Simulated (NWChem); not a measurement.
Species: ZrN2H4O; SMILES [NH]=[Zr]([NH2])[OH]

```xyz
8

Zr    -0.0484    -0.0282    -0.1900
N     -1.7630     0.3700     0.2752
H     -2.7098     0.4737     0.6287
O      0.6693    -1.8065     0.2469
H      0.5583    -2.6635     0.6611
N      1.1526     1.5890     0.2185
H      2.1660     1.5598     0.3279
H      0.8389     2.4985     0.5500
```
Atoms are numbered in this order, from 1.

All runs: NWChem. Coordinates come from a PBE0/def2-SVP optimisation. def2 effective core potentials on Zr; no spin-orbit coupling.

For level PBE/def2-SVP (core potentials):

```yaml
highest occupied level (eV): -4.91
orbital gap (eV): 2.38
dipole (D): 2.00
```

Question: How do the values read with level PBE/STO-3G (all-electron, non-relativistic) instead?

Answer: 
* **highest occupied level (eV)**: -1.43
* **orbital gap (eV)**: 2.88
* **dipole (D)**: 2.52
